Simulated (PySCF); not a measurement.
Dipole response of Os (osmium, neutral)

[Xe] 4f14 5d6 6s2, high-spin 5D determinant. Computed with PySCF 2.14 in aug-cc-pwCVTZ-PP with ECP60MDF, with scalar relativity through the core potential. Coupled (time-dependent) response in atomic units; α is the mean over directions.

```tsv
method	mean α (bohr³)	α xx, yy, zz	C₆ (like pair)	S(−4)
PW91	54.68	53.32, 53.32, 57.41	613.1	1159
```

S(−4) is the Cauchy moment in α(ω) = α(0) + S(−4) ω² + …

Reference α: 57 ± 3 bohr³ (recommended; Schwerdtfeger and Nagle, table of static dipole polarizabilities (2023 update)). Published C₆: 584.0 (Gould and Bucko (2016)).

Spin-orbit coupling is absent.

α(iu) at PW91:

| u (hartree) | α(iu) (bohr³) |
| --- | --- |
| 0 | 54.68 |
| 0.0500 | 52.00 |
| 0.100 | 45.80 |
| 0.200 | 32.86 |
| 0.300 | 23.92 |
| 0.500 | 14.52 |
| 0.750 | 9.235 |
| 1.00 | 6.533 |
| 1.50 | 3.865 |
| 2.00 | 2.581 |
| 3.00 | 1.387 |
| 5.00 | 0.5830 |

A single London oscillator, α(iu) = α/(1 + u²/ω²), gives C₆ = (3/4) ω α². Matching the computed C₆ needs ω = 4 × 613.1 / (3 × 54.68²) = 0.273 hartree.

The components differ because the open shell of this determinant is not spherical; for a pure term their mean is the scalar polarisability.

Energies and moments cover only the electrons outside the core potential. Spin-orbit coupling, absent here, splits the open shell strongly.
